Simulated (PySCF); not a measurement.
C2H5F2NSi, SMILES C/N=C/[SiH](F)F. Atoms are numbered in the order given.

```xyz
11

C     -3.0417    -0.4368     0.1602
N     -1.7287    -0.1646    -0.3634
C     -0.7273    -0.1804     0.4296
Si     0.9364     0.1849    -0.3347
F      1.9416    -1.0507    -0.0493
F      1.5949     1.4677     0.3996
H     -3.0604    -0.6431     1.2498
H     -3.4712    -1.2956    -0.3824
H     -3.6989     0.4207    -0.0613
H     -0.8486    -0.4005     1.5184
H      0.8571     0.4331    -1.7863
```

Coordinates come from a r2SCAN-D4/def2-SVP optimisation. The structure was generated by enumeration; whether it is a known compound was not checked. Other conformers were not sampled.

Method: TDA-PBE/def2-SVPD run with PySCF.

Vertical excitations. Gas-phase values at a fixed geometry.

Task: Estimate the UV-visible absorptions. (The exact figures need the calculation; the answer reports its results.)

Result: 
| state | energy (eV) | λ (nm) | f | main pairs |
|---|---|---|---|---|
| S1 | 4.15 | 298 | 0.003 | HOMO→LUMO 99 % |
| S2 | 5.96 | 208 | 0.000 | HOMO−2→LUMO 99 % |
| S3 | 6.19 | 200 | 0.000 | HOMO→LUMO+1 92 % |
| S4 | 6.40 | 194 | 0.069 | HOMO→LUMO+2 93 % |
| S5 | 6.68 | 186 | 0.001 | HOMO→LUMO+3 99 % |
| S6 | 7.02 | 177 | 0.124 | HOMO→LUMO+4 45 %, HOMO−1→LUMO 38 %, HOMO→LUMO+5 7 % |
| S7 | 7.20 | 172 | 0.002 | HOMO−3→LUMO 98 % |
| S8 | 7.28 | 170 | 0.181 | HOMO→LUMO+4 51 %, HOMO−1→LUMO 19 %, HOMO→LUMO+5 11 % |
| S9 | 7.43 | 167 | 0.033 | HOMO−4→LUMO 74 %, HOMO→LUMO+5 23 % |
| S10 | 7.51 | 165 | 0.209 | HOMO→LUMO+5 57 %, HOMO−4→LUMO 16 %, HOMO−1→LUMO 12 % |
| T1 | 3.28 | 378 | 0 | HOMO→LUMO 100 % |
| T2 | 4.62 | 268 | 0 | HOMO−1→LUMO 97 % |
| T3 | 5.58 | 222 | 0 | HOMO−2→LUMO 99 % |
| T4 | 6.02 | 206 | 0 | HOMO→LUMO+1 92 % |
Triplets are in the Tamm–Dancoff approximation.
